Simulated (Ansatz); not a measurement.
Born–Oppenheimer molecular dynamics of BrClH₄MgSi (8 atoms, charge 0, multiplicity 1). It starts at the highest image of a converged band, a first-order saddle point between two minima.

Method: RKS B3LYP-D4/def2-SVP in Ansatz 0.2.0.

```yaml
ensemble: NVE (velocity Verlet)
time_step: 0.5 fs
steps_asked: 200
starting_velocities_drawn_for: 300 K
seed: 11260
```

First frame:

```xyz
8
Properties=species:S:1:pos:R:3
Mg -0.850 -1.056 -0.708
Si 0.930 0.292 0.768
Cl -1.600 -3.022 -1.373
H -0.622 1.010 -0.526
Br -1.843 1.336 -1.486
H 2.260 -0.306 0.428
H 1.107 1.778 0.700
H 0.619 -0.032 2.197
```

Question: How far do the bonds stretch over the last three quarters of this one trajectory? (Pairs bonded in most of those frames.)

Answer: 
```
   bond  mean (Å)  spread (Å)  shortest  longest
Mg1–Si2     2.590       0.088      2.46     2.70
Mg1–Cl3     2.212       0.012      2.19     2.23
Mg1–Br5     2.889       0.126      2.72     3.15
 Si2–H6     1.500       0.014      1.48     1.52
 Si2–H7     1.516       0.052      1.43     1.59
 Si2–H8     1.505       0.030      1.46     1.55
 H4–Br5     1.473       0.039      1.42     1.54
```

Mean temperature of the second half: 291 K. The conserved energy stayed within 0.11 meV per atom of its start (net change 0.07 meV per atom), so the integration is sound. A run of 0.1 ps of so small a system gives no equilibrium averages. The orbitals stay closed-shell, which can raise the energy where a bond breaks towards radicals; this wasn't checked here.

Time of the run: 11 min on 2 threads of Arm Neoverse V1, on a shared host, peak memory 0.25 GiB.
